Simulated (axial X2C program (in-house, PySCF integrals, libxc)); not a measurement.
CoH⁻ along the bond: PBE50, two-component

All values were computed with an in-house relativistic program for diatomic molecules. Two-component (2c) means X2C with spin–orbit coupling and atomic mean-field two-electron Coulomb and Gaunt terms. Basis: Co dyall-acv3z [10s11p7d4f2g], H dyall-av3z [7s3p2d] (cores contracted in-house); Gaussian nuclei, density fitting, unrestricted open shells. Masses: Co 58.933 u, H 1.008 u.

State: Ω = 9/2 (⟨Sz⟩ = 1.50, ⟨Lz⟩ = 3.00 at PBE50). Dipoles are positive if H is the positive end and refer to the centre of mass.

Results along the bond:

```tsv
R (Å)	μ (D)	HOMO (eV)	LUMO (eV)
1.445	3.461	0.32	1.98
1.493	3.090	0.28	1.99
1.540	2.734	0.24	2.01
1.588	2.397	0.19	2.02
1.644	2.023	0.13	2.03
1.699	1.661	0.06	2.05
1.771	1.199	-0.02	2.06
```

One determinant describes the state; a PBE0 search over occupations chose it and may have missed a lower one. Density functionals use the spin component along the axis (collinear). Without a current term, density functionals place determinants with orbital angular momentum somewhat too high. With several unpaired electrons one determinant need not be a pure state. A state of lower Ω lies just above, and one determinant can place such states too high, so the state shown need not be the lowest. The search has Ω = 5/2 only 0.10 eV up. The highest occupied level of some functionals is positive through self-interaction error; at Hartree–Fock it is bound. The determinant is spin-polarised beyond a pure state at some levels (its spin-free form has ⟨S²⟩ too high), which makes Re and μ there less reliable. The lowest spin-free determinant has another configuration (M_S = 1/2, Λ = 2), so the order of states is uncertain and this need not be the ground state. The LUMO of an anion is an unbound level whose energy the basis sets.
